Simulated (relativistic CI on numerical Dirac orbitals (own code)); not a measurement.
Method of calculation: Dirac-Coulomb-Breit CI, separate exchange-only KLI orbitals for each configuration, model QED (radiative potential, 1s self-energy scaled to tabulated hydrogen-like ionisation energies), unscaled Slater integrals (own radial code, finite nucleus).

Configurations in the expansion (outside the closed core 1s2): 2s²2p⁶, 2s²2p⁵3s, 2s²2p⁵3p, 2s²2p⁵3d, 2s2p⁶3s, 2s2p⁶3p, 2s2p⁶3d, 2s²2p⁵4s, 2s²2p⁵4p, 2s²2p⁵4d, 2s²2p⁵4f, 2s2p⁶4s, 2s²2p⁴3s², 2s2p⁶4p, 2s²2p⁴3s3p, 2s2p⁶4d, 2s²2p⁵5s, 2s2p⁶4f, 2s²2p⁵5p, 2s²2p⁵5d, 2s²2p⁵5f, 2s²2p⁵5g, 2s²2p⁴3s3d, 2s²2p⁴3p², 2s²2p⁴3p3d, 2s2p⁵3s², 2s²2p⁴3d², 2s2p⁵3s3p, 2s2p⁵3s3d, 2s2p⁵3p², 2s2p⁶5s, 2s2p⁶5p, 2s2p⁶5d, 2s2p⁵3p3d, 2s2p⁶5f, 2s2p⁶5g. Levels of other configurations are missing.

At this charge energies of transitions that change n are usually good to better than 1 %, and those within a shell (Δn = 0) to a few per cent.

Outline of the computed level scheme of Eu LIV. Lowest level of each configuration: 2s²2p⁶ ¹S0 at 0.00 eV; 2s²2p⁵3s ³P°2 at 5897.80 eV; 2s²2p⁵3p ³P1 at 6014.01 eV; 2s²2p⁵3d ³P°0 at 6322.81 eV; 2s2p⁶3s ³S1 at 6950.95 eV; 2s2p⁶3p ³P°0 at 7065.96 eV; 2s2p⁶3d ³D1 at 7380.57 eV; 2s²2p⁵4s ³P°2 at 8160.47 eV; 2s²2p⁵4p ³P1 at 8208.66 eV.

Some strong electric-dipole decays among the lowest 45 levels: 2s²2p⁵3d ¹P°1 → 2s²2p⁶ ¹S0 (1.4e+15 s⁻¹); 2s²2p⁵3d ³D°1 → 2s²2p⁶ ¹S0 (1.0e+15 s⁻¹); 2s2p⁶3p ¹P°1 → 2s²2p⁶ ¹S0 (2.3e+14 s⁻¹); 2s²2p⁵3s ¹P°1 → 2s²2p⁶ ¹S0 (7.2e+13 s⁻¹); 2s2p⁶3p ³P°1 → 2s²2p⁶ ¹S0 (3.3e+13 s⁻¹); 2s²2p⁵4p ³P1 → 2s²2p⁵3s ³P°2 (2.5e+13 s⁻¹); 2s²2p⁵4s ¹P°1 → 2s²2p⁶ ¹S0 (2.5e+13 s⁻¹); 2s²2p⁵4p ³D3 → 2s²2p⁵3s ³P°2 (2.2e+13 s⁻¹).

LS names give the leading component of a level, which can be under half, so a name can repeat, a term be missing and a line seem to break the LS rules.
